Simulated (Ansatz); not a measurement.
Mulliken charges of `N[Si](Cl)(Cl)Cl` from r2SCAN/def2-TZVPP in Ansatz (PBE0-D4/def2-TZVP geometry).

```tsv
atom	x (Å)	y (Å)	z (Å)	charge (e)
N1	0.064	0.908	0.638	-0.417
Si2	-0.037	-0.423	-0.388	0.738
Cl3	0.347	-2.230	0.483	-0.222
Cl4	-1.927	-0.514	-1.127	-0.216
Cl5	1.324	-0.184	-1.876	-0.216
H6	0.958	1.270	0.926	0.167
H7	-0.669	1.106	1.299	0.167
```

Question: By hand: the dipole of these point charges (1 e Å = 4.8032 D).

Answer: Σ q r = (0.047, 0.352, 0.361) e Å, of length 0.506 e Å = 2.43 D.

Question: How does the dipole of the full density compare? (Best estimate.)

Answer: The calculation gave: (0.054, 0.332, 0.381) e Å, 2.44 D; the point charges give 1.00 times that, at 3° from its direction.

Point charges leave out the atoms' own dipoles, such as those of lone pairs, and Mulliken's split depends on the basis, so the close match here is no proof of good charges.
